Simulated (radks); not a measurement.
Values are calculated unless marked as measured or tabulated.
Question: Species: I II. Configuration: [Kr] 4d10 5s2 5p3.75 4f0.25 (fractional occupations, a model configuration). Level of theory: Dirac Kohn-Sham, LDA (Slater exchange, Perdew-Wang correlation), spin-unpolarised, spherical densities, finite nucleus; open shells fill j = l - 1/2 first; Fermi nuclear charge, rms radius 4.75 fm (a radial shooting solver on a logarithmic mesh with Libxc functionals). Some entries of the table are withheld. Estimate them.

| orbital | occ. | eigenvalue (eV) | <r> (bohr) | <1/r> (bohr^-1) |
|---|---|---|---|---|
| 1s1/2 | 2 | -32932.88 | 0.02725 | 56.78 |
| 2s1/2 | 2 | -5097.218 | 0.1168 | 13.25 |
| 2p1/2 | 2 | -4785.826 | 0.09851 | 13.24 |
| 2p3/2 | 4 | -4487.503 | 0.1042 | 12.21 |
| 3s1/2 | 2 | -1037.367 | 0.3143 | 4.722 |
| 3p1/2 | 2 | -908.3328 | 0.3043 | 4.637 |
| 3p3/2 | 4 | -852.2149 | 0.3159 | 4.382 |
| 3d3/2 | 4 | -623.8958 | 0.2867 | (1) |
| 3d5/2 | 6 | -612.0813 | 0.2903 | (2) |
| 4s1/2 | 2 | -191.2526 | 0.7401 | 1.905 |
| 4p1/2 | 2 | -146.1690 | 0.7726 | 1.795 |
| 4p3/2 | 4 | -135.1273 | 0.8013 | 1.711 |
| 4d3/2 | 4 | -62.5462 | (3) | 1.457 |
| 4d5/2 | 6 | -60.8187 | (4) | 1.435 |
| 5s1/2 | 2 | -28.0499 | 1.907 | 0.6874 |
| 5p1/2 | 2 | -17.8011 | 2.229 | 0.5819 |
| 5p3/2 | 1.75 | -16.5939 | 2.322 | 0.5554 |
| 6s1/2 | 0 | -6.0733 | 5.003 | 0.2562 |
| 5d3/2 | 0 | (5) | (6) | 0.3234 |
| 5d5/2 | 0 | (7) | (8) | 0.3190 |
| 4f5/2 | 0.25 | -1.7425 | 11.36 | (9) |
| 4f7/2 | 0 | -1.7424 | 11.36 | (10) |

Answer: 
(1) 3d3/2 <1/r> (bohr^-1): 4.239
(2) 3d5/2 <1/r> (bohr^-1): 4.174
(3) 4d3/2 <r> (bohr): 0.9144
(4) 4d5/2 <r> (bohr): 0.9260
(5) 5d3/2 eigenvalue (eV): -5.1150
(6) 5d3/2 <r> (bohr): 3.956
(7) 5d5/2 eigenvalue (eV): -5.0429
(8) 5d5/2 <r> (bohr): 4.008
(9) 4f5/2 <1/r> (bohr^-1): 0.1019
(10) 4f7/2 <1/r> (bohr^-1): 0.1018
